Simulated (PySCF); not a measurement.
This PySCF input asks for the NMR shieldings of `CCB(OC)B(Cl)Cl`, C3H8B2Cl2O; the geometry comes from GFN2-xTB.

```python
import basis_set_exchange as bse
import numpy as np
from pyscf import gto, dft
from pyscf.prop import nmr

atoms = """
C    -2.259722    0.485729    0.090806
C    -1.331872   -0.701116   -0.168478
B     0.234884   -0.355553   -0.087976
O     0.527641    0.883480    0.291761
C     1.816932    1.418820    0.447667
B     1.344574   -1.584885   -0.489438
Cl    1.805121   -2.818437    0.633250
Cl    1.990340   -1.768121   -2.086708
H    -3.303058    0.181920    0.030945
H    -2.084503    1.268133   -0.642234
H    -2.073803    0.901286    1.077091
H    -1.566257   -1.130043   -1.145871
H    -1.553075   -1.488781    0.556728
H     1.898558    2.311604   -0.175760
H     1.952664    1.702353    1.493637
H     2.593976    0.702555    0.163169
"""
names = dict.fromkeys(["C", "B", "O", "Cl", "H"], "pcSseg-1")
basis = {el: gto.basis.parse(bse.get_basis(n, elements=[el], fmt="nwchem")) for el, n in names.items()}
mol = gto.M(atom=atoms, basis=basis, charge=0, verbose=0)
mf = dft.RKS(mol, xc="PBE0")
mf.grids.level = 2
mf.grids.alignment = dft.numint.BLKSIZE   # the property module wants whole blocks of grid points
mf.conv_tol = 1e-9
mf.kernel()

calc = nmr.RKS(mf)   # GIAO
C = mf.mo_coeff
Co = C[:, mf.mo_occ > 0]
resp = mf.gen_response(singlet=True, hermi=2)
def vind(x):   # induced exchange potential for any number of trial vectors
    d = np.einsum("pi,xij,qj->xpq", C, 2 * x.reshape(-1, C.shape[1], Co.shape[1]), Co, optimize=True)
    return np.einsum("xpq,pi,qj->xij", resp(d - d.transpose(0, 2, 1)), C, Co, optimize=True).ravel()
mo1, _ = nmr.rhf.solve_mo1(calc, with_cphf=vind)
sigma = calc.kernel(mo1)
for i, s in enumerate(sigma):   # ppm
    w = np.linalg.eigvalsh((s + s.T) / 2)
    print("%2d %-2s iso %8.1f  s11 %8.1f  s22 %8.1f  s33 %8.1f" % (i, mol.atom_pure_symbol(i), w.mean(), *w))
```

Problem. What are the results?

Solution. 
```
 0 C  iso    177.1  s11    172.7  s22    173.9  s33    184.7
 1 C  iso    166.3  s11    144.1  s22    172.1  s33    182.8
 2 B  iso     48.4  s11      5.5  s22     46.1  s33     93.5
 3 O  iso    145.9  s11    -54.0  s22    140.0  s33    351.6
 4 C  iso    123.3  s11     89.3  s22    100.0  s33    180.8
 5 B  iso     28.4  s11    -46.8  s22     28.1  s33    104.0
 6 Cl iso    602.0  s11    246.5  s22    640.0  s33    919.5
 7 Cl iso    606.1  s11    256.5  s22    640.5  s33    921.3
 8 H  iso     30.8  s11     25.7  s22     28.5  s33     38.2
 9 H  iso     30.8  s11     26.5  s22     29.2  s33     36.8
10 H  iso     30.7  s11     26.2  s22     29.3  s33     36.4
11 H  iso     30.8  s11     26.1  s22     31.0  s33     35.3
12 H  iso     30.8  s11     25.8  s22     30.9  s33     35.8
13 H  iso     27.3  s11     24.1  s22     25.0  s33     32.8
14 H  iso     27.3  s11     24.1  s22     25.0  s33     32.9
15 H  iso     27.9  s11     24.5  s22     28.5  s33     30.6
```

These numbers come from an equivalent density-fitted implementation of the same equations, which agrees with the script to about 0.01 ppm for H and up to a few tenths of a ppm for heavy atoms, so last digits may differ.

Size and cost of the density-fitted run: 190 basis functions, 32 s wall time on 1 thread of an Arm Neoverse V1, shared host; peak memory 0.84 GiB.
